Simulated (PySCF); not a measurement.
Relaxation of singlet GeO₂

Level of theory: PBE0/[Ge def2-TZVP, O def2-TZVP], no relativity, density fitting, PySCF. A (50,194) grid was used.

A hand-made linear start, of D∞h symmetry, held to at least that symmetry:

```xyz
3
charge 0 multiplicity 1, angstrom
Ge    0.0000    0.0000    0.0000
O     0.0000    0.0000    1.6800
O     0.0000    0.0000   -1.6800
```

Q: What forces act on the atoms at the start (eV/Å)?

A: 
| atom | Fx | Fy | Fz |
| --- | --- | --- | --- |
| Ge1 | 0.00 | 0.00 | 0.00 |
| O2 | 0.00 | 0.00 | -2.73 |
| O3 | 0.00 | 0.00 | 2.73 |

Q: What does it relax to?

A: It ends at D∞h with Ge–O 1.613 Å (×2); O–Ge–O 180.0°. A frequency run shows a minimum.

Q: How much energy is released, and in how many steps?

A: 18.7 kJ/mol in 4 steps.

The relaxation took about 19 core-seconds on a shared host.
